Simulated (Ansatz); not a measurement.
Calculated with Ansatz (gas phase, PBE0-D4/def2-TZVP geometries, no zero-point term in ΔE). CCSD(T)/CBS is the MP2 limit (def2-TZVPP, def2-QZVPP) plus CCSD(T) − MP2 in def2-TZVPP, frozen cores. This one scheme is used for every species. DFT in def2-TZVPP. def2 core potentials past Kr. For Hf, I outer-core shells are correlated without core-valence functions, which leaves a few kJ/mol of doubt a bond.

`C#[C][Hf]([Cl])([Cl])[Cl]` + HI → `[Cl][Hf]([Cl])([Cl])[I]` + acetylene  (ligand exchange at the Hf–C bond)

```tsv
level	ΔE (kcal/mol)	difference from CCSD(T)/CBS
LDA (SPW92)	-27.9	0.8
BLYP-D4	-25.5	3.2
PBE0-D4	-28.1	0.6
r2SCAN0-D4	-28.5	0.2
PBE0	-27.7	1.0
r2SCANh	-27.8	0.9
BHLYP	-27.4	1.3
SCS-MP2/def2-TZVPP	-27.5	1.2
CCSD/def2-TZVPP	-26.4	2.3
CCSD/CBS(def2)	-28.5	0.2
CCSD(T)/CBS	-28.7	0
```

Task: What do rigid-rotor, harmonic-oscillator terms from PBE0-D4/def2-TZVP frequencies (298.15 K, 1 bar) make of the CCSD(T)/CBS value? (An estimate is asked.)

Result: Ansatz gave: ΔZPE = +2.6 kcal/mol, ΔH = -26.4 kcal/mol, ΔS = -12 J/(mol·K), ΔG = -25.5 kcal/mol.

Largest T1 diagnostic among the species: 0.014.

From BLYP to BHLYP (50 % exact exchange), in def2-TZVPP and without D4, ΔE moves by −2.7 kcal/mol. The D4 term adds −0.7 kcal/mol with B3LYP and −0.4 kcal/mol with PBE0; it sums over pairs of atoms, weighted by their polarisabilities, and B3LYP, whose exchange is more repulsive, gets the larger term. At CCSD(T), def2-SVP lies +3.0 kcal/mol from the extrapolated value and def2-TZVPP +2.0 kcal/mol.

B3LYP here is the variant with VWN-RPA as its local correlation; programs differ in this.
